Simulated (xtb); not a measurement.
B(All)(Cl)(OH) (C3H6BClO), SMILES ClB(O)CC=C. All values are semi-empirical tight-binding results from xtb (GFN2-xTB unless named), good for trends rather than for accurate numbers. Geometry optimised at GFN2-xTB. One conformer was computed; it need not be the lowest.

Optimised geometry:

Bond lengths (Å): B1–C2 1.603, B1–Cl10 1.729, B1–O11 1.335, C2–C3 1.502, C2–H5 1.092, C2–H6 1.092, C3–C4 1.320, C3–H7 1.081, C4–H8 1.078, C4–H9 1.076, O11–H12 0.957. Bond angles (°): C2–B1–Cl10 119.8, C2–B1–O11 124.7, Cl10–B1–O11 115.5, B1–C2–C3 109.8, B1–C2–H5 110.2, B1–C2–H6 111.5, C3–C2–H5 108.1, C3–C2–H6 109.3, H5–C2–H6 107.9, C2–C3–C4 124.5, C2–C3–H7 114.9, C4–C3–H7 120.5, C3–C4–H8 122.0, C3–C4–H9 121.8, H8–C4–H9 116.2, B1–O11–H12 118.7.
Charge 0, spin multiplicity 1.

Computed properties:
The orbital gap is 4.75 eV and the dipole moment is 3.57 D. The zero-point energy comes out as 55.2 kcal/mol and the G − E(el) at 298.15 K (modified RRHO) comes out as 34.9 kcal/mol. The static polarisability (D4 model) is 67.4 bohr³ and the solvation energy, GFN2-xTB/ALPB(water) comes out as -6.6 kcal/mol. The solvation energy, GFN2-xTB/ALPB(ether) comes out as -8.9 kcal/mol.

Computed atomic charges and the Wiberg bond orders between heavy atoms:
charges (e) B1 0.43, C2 -0.16, C3 -0.03, C4 -0.10, H5 0.06, H6 0.04, H7 0.04, H8 0.03, H9 0.04, Cl10 -0.26, O11 -0.42, H12 0.32. Bond orders B1–C2 0.97, C2–C3 1.01, C3–C4 1.97, B1–Cl10 1.04, B1–O11 1.27.
